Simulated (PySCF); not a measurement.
**Dipole response of Fe (iron, neutral)**

[Ar] 3d6 4s1 4p1, one real determinant (an excited configuration). Calculation: PySCF 2.14, in ANO-RCC-VTZP; scalar relativity by spin-free X2C-1e. Coupled (time-dependent) response in atomic units; α is the mean over directions. The basis has no added diffuse functions, which lowers α and C₆.

| method | mean α (bohr³) | α xx, yy, zz | C₆ (like pair) | S(−4) |
| --- | --- | --- | --- | --- |
| UHF | 55.93 | 51.94, 51.94, 63.89 | 487.8 | 1947 |
| PBE | 55.31 | 45.04, 45.04, 75.84 | 456.7 | 2802 |
| PBE0 | 54.90 | 46.44, 46.44, 71.81 | 461.9 | 2362 |

S(−4) is the Cauchy moment in α(ω) = α(0) + S(−4) ω² + …

α(iu) at PBE:

```tsv
u (hartree)	α(iu) (bohr³)
0	55.31
0.0500	49.80
0.100	40.91
0.200	27.08
0.300	18.40
0.500	9.913
0.750	5.851
1.00	4.072
1.50	2.489
2.00	1.740
3.00	1.000
5.00	0.4488
```

The components differ because the open shell of this determinant is not spherical; for a pure term their mean is the scalar polarisability.

⟨L²⟩ = 8.06 against 12 for a pure F term, so this real determinant mixes terms.
